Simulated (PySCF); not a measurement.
C7H10F2O.
Bonds: F1–C2, C2–F3, C2–O4, O4–C5, C5–C6, C6–C7, C7–C8, C8–C9, C7–C10, C5–C10, C7–C9. Hydrogens: H11 on C2; H12 on C5; H13, H14 on C6; H15, H16 on C8; H17, H18 on C9; H19, H20 on C10.

Method: PySCF, PBE0-D3(BJ)/def2-SVP geometry optimisation, gas phase; density fitting, grid level 1; the optimiser is geomeTRIC in internal coordinates, started from a GFN2-xTB structure with every atom displaced at random (about 0.01 Å).

The end geometry, which sets the zero of energy:
```
atom  x, y, z in Å
F1      2.9588    1.2441   -1.0303
C2      3.1147    0.1058   -0.3119
F3      4.2252    0.2342    0.4125
O4      2.0848   -0.0746    0.5396
C5      0.8594   -0.4143   -0.0664
C6     -0.0090    0.7175   -0.6477
C7     -1.1992    0.0385    0.0212
C8     -2.3881   -0.5247   -0.6897
C9     -2.5539    0.5803    0.3185
C10    -0.2567   -0.7538    0.9233
H11     3.2327   -0.7268   -1.0342
H12     1.0178   -1.2243   -0.8023
H13    -0.0221    0.8498   -1.7395
H14     0.2483    1.6729   -0.1661
H15    -2.5179   -0.2793   -1.7481
H16    -2.7238   -1.5290   -0.4140
H17    -3.0033    0.3359    1.2855
H18    -2.7943    1.5816   -0.0505
H19    -0.0732   -0.2396    1.8797
H20    -0.4726   -1.8158    1.1115
```

Task: These geometries come from the run, each turned onto the end geometry. Order them by energy, lowest first.
A.
```
atom  x, y, z in Å
F1      2.9532    1.4776   -0.7832
C2      3.0670    0.2984   -0.1610
F3      4.1134    0.4368    0.6407
O4      2.0331   -0.0111    0.5796
C5      0.8906   -0.5469   -0.1499
C6     -0.0132    0.4844   -0.8637
C7     -1.1770   -0.0521   -0.0524
C8     -2.5141   -0.4196   -0.5863
C9     -2.3928    0.7123    0.4185
C10    -0.2713   -0.9265    0.7983
H11     3.3103   -0.4395   -0.9401
H12     1.2500   -1.3541   -0.7791
H13    -0.1032    0.3773   -1.9524
H14     0.2381    1.5126   -0.6175
H15    -2.7683   -0.1930   -1.6087
H16    -2.9743   -1.3309   -0.2302
H17    -2.7374    0.5630    1.4063
H18    -2.5321    1.7222    0.0438
H19    -0.1139   -0.5573    1.7996
H20    -0.5306   -1.9753    0.8287
```
B.
```
atom  x, y, z in Å
F1      2.8645    1.3776   -0.8933
C2      3.1146    0.2314   -0.2035
F3      4.1502    0.4366    0.6071
O4      2.0427   -0.0996    0.5708
C5      0.8834   -0.5013   -0.1273
C6     -0.0034    0.5739   -0.7927
C7     -1.1916   -0.0163   -0.0375
C8     -2.4990   -0.4551   -0.6082
C9     -2.4456    0.6800    0.3749
C10    -0.2635   -0.8727    0.8191
H11     3.3574   -0.5536   -0.9479
H12     1.1634   -1.3195   -0.8222
H13    -0.0472    0.5537   -1.8927
H14     0.2585    1.5897   -0.4613
H15    -2.7189   -0.2295   -1.6575
H16    -2.9057   -1.4110   -0.2635
H17    -2.8245    0.5056    1.3947
H18    -2.6135    1.6942    0.0028
H19    -0.0968   -0.4586    1.8279
H20    -0.4978   -1.9471    0.9012
```
C.
```
atom  x, y, z in Å
F1      2.9040    1.3398   -0.9508
C2      3.1000    0.2143   -0.2247
F3      4.1588    0.4172    0.5547
O4      2.0429   -0.0458    0.5710
C5      0.8832   -0.4824   -0.1034
C6     -0.0031    0.5926   -0.7652
C7     -1.1933   -0.0139   -0.0272
C8     -2.4840   -0.4609   -0.6331
C9     -2.4645    0.6553    0.3740
C10    -0.2626   -0.8575    0.8424
H11     3.3129   -0.6046   -0.9403
H12     1.1452   -1.2995   -0.7992
H13    -0.0351    0.5911   -1.8648
H14     0.2615    1.5991   -0.4125
H15    -2.6771   -0.2125   -1.6809
H16    -2.8850   -1.4296   -0.3191
H17    -2.8558    0.4584    1.3746
H18    -2.6351    1.6751    0.0158
H19    -0.0946   -0.4294    1.8412
H20    -0.4911   -1.9286    0.9383
```
D.
```
atom  x, y, z in Å
F1      2.9939    1.2294   -1.0447
C2      3.1254    0.1055   -0.2984
F3      4.2204    0.2409    0.4468
O4      2.0757   -0.0440    0.5366
C5      0.8610   -0.4057   -0.0787
C6     -0.0187    0.7147   -0.6643
C7     -1.2033    0.0344    0.0147
C8     -2.4028   -0.5218   -0.6831
C9     -2.5523    0.5815    0.3292
C10    -0.2534   -0.7580    0.9087
H11     3.2485   -0.7442   -0.9994
H12     1.0393   -1.2134   -0.8126
H13    -0.0379    0.8397   -1.7570
H14     0.2349    1.6752   -0.1908
H15    -2.5413   -0.2721   -1.7395
H16    -2.7435   -1.5247   -0.4088
H17    -2.9867    0.3303    1.3020
H18    -2.7983    1.5855   -0.0282
H19    -0.0706   -0.2519    1.8694
H20    -0.4630   -1.8229    1.0889
```
E.
```
atom  x, y, z in Å
F1      3.0041    1.2703   -1.0078
C2      3.1240    0.1464   -0.2598
F3      4.1993    0.2913    0.5166
O4      2.0555   -0.0129    0.5426
C5      0.8702   -0.4256   -0.0982
C6     -0.0239    0.6665   -0.7182
C7     -1.2037    0.0108   -0.0065
C8     -2.4480   -0.4997   -0.6582
C9     -2.5204    0.6084    0.3564
C10    -0.2529   -0.7969    0.8736
H11     3.2763   -0.7014   -0.9582
H12     1.1001   -1.2361   -0.8143
H13    -0.0532    0.7357   -1.8158
H14     0.2320    1.6503   -0.2973
H15    -2.6116   -0.2436   -1.7094
H16    -2.8130   -1.4905   -0.3714
H17    -2.9290    0.3753    1.3450
H18    -2.7385    1.6203    0.0032
H19    -0.0802   -0.3221    1.8517
H20    -0.4598   -1.8681    1.0168
```

Result: D (0.003 eV), E (0.008 eV), C (0.017 eV), B (0.041 eV), A (0.223 eV).

In the order of the answer:

| step | E above end (eV) | largest force (eV/Å) | rms force component (eV/Å) | rms distance from end (Å) | rms bond change (Å) | bond most changed (Å) |
| --- | --- | --- | --- | --- | --- | --- |
| 8 | 0.003 | 0.10 | 0.019 | 0.025 | 0.000 | C2–O4 +0.001 |
| 6 | 0.008 | 0.12 | 0.030 | 0.091 | 0.001 | C2–O4 -0.003 |
| 3 | 0.017 | 0.10 | 0.032 | 0.178 | 0.001 | C7–C9 +0.003 |
| 1 | 0.041 | 0.70 | 0.151 | 0.217 | 0.004 | C2–O4 +0.015 |
| 0 | 0.223 | 2.57 | 0.654 | 0.310 | 0.021 | O4–C5 +0.049 |

What follows is the cost of the whole optimisation. The run took 3.7 min on one thread of an AMD EPYC 7R13, no GPU, on a shared host, and the process peaked at 0.81 GiB of memory.
